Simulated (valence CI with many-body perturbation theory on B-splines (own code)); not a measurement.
Nb²⁺: electric-dipole lines

Computed by valence CI with perturbative core correlation (CI+MBPT): three valence electrons over a frozen Dirac-Fock core [Kr], radial functions for each j: 7 s, 7 p, 8 d, 6 f, 4 g, 1 h, with the one-electron correlation potential Σ1 (screened to all orders), the two-electron term Σ2, the three-electron term Σ3, Breit, model QED; selected single and double excitations, second order for the rest, scaled by the run's own slope (own B-spline code, finite nucleus).

Against 24 measured levels this calculation errs by 551 cm⁻¹ on average and by 1058 at most. These come from a selection out of Shadmi, J. Res. Natl. Bur. Stand. 70A, 435 (1966). Levels without a partner in it may be off by more, other configurations by 1,000 to 8,000 cm⁻¹.

Lines 301 to 350 of 542 in falling wavelength, among levels below 17.254 eV, chosen from the strongest by gf and those to the six lowest levels. Wavelengths and rates use the calculated energies, so an error of 600 cm⁻¹ moves a line at 193.9 nm by 1.2 % and its rate by three times that or more. Electric multipoles are in the length gauge, E1 and E2 with the static RPA response of the core. Weak lines are less certain than strong ones. Lines between different terms over intervals too small for the method are left out, as are lines whose strength nearly cancels. Where a level lies close to another of its J and parity, the split of strength between their lines is uncertain. The highest levels of a list are the least certain.

Names give the largest LS component (configuration and term), which can be under half, so a name can repeat, a term be missing and a line seem to break the LS rules; names also repeat where a configuration has a term twice. Letters in brackets count levels of one name in rising energy.

```
λ vac (nm)                 Upper               Lower   A (s⁻¹)  log gf  Branch %
     193.9     4d2.5d 2F_5/2 [b]  4d2.5p 4S°_3/2 [b]  1.55e+08   -0.28      15.0
     193.8  4d.5s.5p 2D°_3/2 [b]       4d.5s2 2D_3/2  8.39e+08    0.28      27.1
     193.8     4d2.5d 2G_7/2 [a]  4d2.5p 2D°_5/2 [a]  1.80e+08   -0.09      17.2
     193.3     4d2.5d 2D_3/2 [b]  4d2.5p 2D°_3/2 [b]  2.00e+08   -0.35      20.7
     193.2     4d2.5d 4F_9/2 [b]  4d2.5p 4D°_7/2 [b]  7.17e+08    0.60      63.9
     193.0         4d2.6s 2G_7/2      4d2.5p 2H°_9/2  3.81e+08    0.23      39.9
     193.0         4d2.6s 4P_3/2  4d2.5p 4D°_5/2 [b]  2.07e+08   -0.34      20.7
     193.0  4d.5s.5p 2F°_5/2 [b]       4d.5s2 2D_5/2  5.97e+08    0.30      21.9
     192.9        4d2.5d 4H_13/2     4d2.5p 4G°_11/2  1.11e+09    0.94     100.0
     192.9     4d2.5d 4D_1/2 [a]      4d2.5p 4F°_3/2  5.87e+08   -0.18      54.8
     192.9     4d2.5d 2F_7/2 [a]  4d2.5p 4F°_5/2 [a]  1.13e+08   -0.30      10.7
     192.3     4d2.5d 2G_7/2 [b]  4d2.5p 2F°_5/2 [a]  4.56e+08    0.31      43.4
     192.2    4d2.5p 2F°_7/2 [c]      4d3 2D_5/2 [b]  1.14e+08   -0.30      15.0
     192.2     4d2.5d 2D_3/2 [e]  4d2.5p 2F°_5/2 [b]  4.84e+08    0.03      60.0
     192.2         4d2.6s 4F_3/2      4d2.5p 4F°_3/2  2.03e+08   -0.35      20.3
     192.1         4d2.5d 4G_9/2      4d2.5p 4G°_9/2  4.67e+08    0.41      41.4
     192.1     4d2.5d 2F_7/2 [c]  4d2.5p 4D°_7/2 [b]  9.51e+07   -0.38       9.4
     192.0         4d2.6s 2F_5/2  4d2.5p 2D°_3/2 [a]  1.25e+08   -0.38      13.0
     192.0         4d2.6s 4F_9/2     4d2.5p 4G°_11/2  3.73e+08    0.31      37.2
     191.7     4d2.5d 4D_7/2 [b]  4d2.5p 4D°_7/2 [b]  1.07e+08   -0.33      11.1
     191.5         4d2.6s 2F_7/2  4d2.5p 2D°_5/2 [a]  1.38e+08   -0.22      14.5
     191.3        4d2.5d 4H_11/2      4d2.5p 4G°_9/2  6.52e+08    0.63      59.1
     191.3     4d2.5d 4F_7/2 [b]  4d2.5p 4D°_5/2 [b]  5.82e+08    0.41      52.5
     191.2     4d2.5d 2G_7/2 [a]  4d2.5p 2F°_7/2 [a]  1.69e+08   -0.13      16.2
     190.8     4d2.5d 2H_9/2 [b]      4d2.5p 2H°_9/2  3.69e+08    0.30      33.8
     190.8     4d2.5d 2D_5/2 [a]  4d2.5p 4D°_5/2 [a]  3.28e+08    0.03      32.9
     190.6     4d2.5d 2G_7/2 [c]  4d2.5p 2G°_7/2 [b]  3.83e+08    0.22      33.6
     190.5         4d2.6s 4F_7/2  4d2.5p 4F°_5/2 [a]  1.10e+08   -0.32      11.0
     190.4     4d2.5d 4F_3/2 [b]  4d2.5p 4D°_3/2 [b]  1.96e+08   -0.37      16.8
     190.3     4d2.5d 4D_5/2 [b]  4d2.5p 4D°_5/2 [b]  3.31e+08    0.03      33.6
     190.1         4d2.6s 4F_7/2      4d2.5p 4G°_9/2  2.74e+08    0.07      27.5
     190.0     4d2.5d 2D_5/2 [b]  4d2.5p 2D°_5/2 [b]  3.36e+08    0.04      34.5
     189.9     4d2.5d 4F_5/2 [a]  4d2.5p 4D°_3/2 [a]  1.33e+08   -0.36      13.4
     189.8         4d2.5d 4G_7/2      4d2.5p 4G°_7/2  4.72e+08    0.31      41.6
     189.7     4d2.5d 4F_7/2 [a]  4d2.5p 4D°_5/2 [a]  1.27e+08   -0.26      12.8
     189.5  4d.5s.5p 2D°_5/2 [b]       4d.5s2 2D_3/2  6.35e+08    0.31      22.4
     189.4     4d2.5d 4F_5/2 [b]  4d2.5p 4D°_3/2 [b]  6.66e+08    0.33      58.3
     189.4     4d2.6s 2G_9/2 [a]  4d2.5p 2G°_9/2 [b]  6.47e+08    0.54      57.5
     189.1         4d2.5d 4H_9/2      4d2.5p 4G°_7/2  6.75e+08    0.56      60.5
     189.0        4d2.5d 4G_11/2      4d2.5p 4G°_9/2  3.67e+08    0.37      32.8
     188.9         4d2.6s 2F_7/2  4d2.5p 2F°_7/2 [a]  1.63e+08   -0.16      17.1
     188.9     4d2.5d 2D_3/2 [a]  4d2.5p 2D°_5/2 [a]  1.75e+08   -0.43      17.6
     188.7         4d2.6s 2D_5/2  4d2.5p 4S°_3/2 [a]  1.40e+08   -0.35      14.1
     188.6     4d2.5d 2D_5/2 [d]  4d2.5p 2F°_7/2 [c]  4.22e+08    0.13      52.7
     188.5     4d2.5d 4P_5/2 [a]  4d2.5p 2F°_7/2 [a]  1.57e+08   -0.30      15.8
     188.4     4d2.5d 2F_7/2 [d]  4d2.5p 2D°_5/2 [c]  3.05e+08    0.11      34.3
     188.4         4d2.5d 4G_5/2      4d2.5p 4G°_5/2  4.78e+08    0.18      42.6
     188.3     4d2.5d 4F_3/2 [b]  4d2.5p 4D°_1/2 [b]  6.66e+08    0.15      57.2
     188.2  4d.5s.5p 2F°_7/2 [b]       4d.5s2 2D_5/2  1.01e+09    0.63      42.5
     188.2     4d2.5d 4F_9/2 [a]  4d2.5p 4D°_7/2 [a]  2.63e+08    0.15      26.8
```
